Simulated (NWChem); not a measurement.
**Total energies of BeF2**

SMILES: [F][Be][F]
```xyz
3

Be     0.0000     0.0000     0.0000
F      0.0000     0.0000     1.3865
F      0.0000     0.0000    -1.3865
```
Charge 0, spin multiplicity 1.

Everything below was run with NWChem. Structure: optimised with B3LYP/def2-SVP, a minimum by its harmonic frequencies.

Basis set: cc-pVQZ (165 functions).

```json
[
 {"method": "RHF", "total energy (Ha)": "-213.78503", "relative cost": "1"},
 {"method": "MP2", "total energy (Ha)": "-214.39120", "relative cost": "3"},
 {"method": "B2PLYP", "total energy (Ha)": "-214.60196", "relative cost": "5"},
 {"method": "PBE", "total energy (Ha)": "-214.47926", "relative cost": "under 3"},
 {"method": "B3LYP", "total energy (Ha)": "-214.71307", "relative cost": "under 3"},
 {"method": "r2SCAN", "total energy (Ha)": "-214.60763", "relative cost": "under 3"}
]
```

Total energies of different functionals aren't comparable as a measure of quality: only differences taken within one method are. Costs are rough ratios of processor time within this set of runs, SCF included, with RHF as 1.

The correlated methods keep 3 core orbitals frozen. B3LYP has NWChem's definition, with VWN1-RPA local correlation. The structure started from a generated list of species.
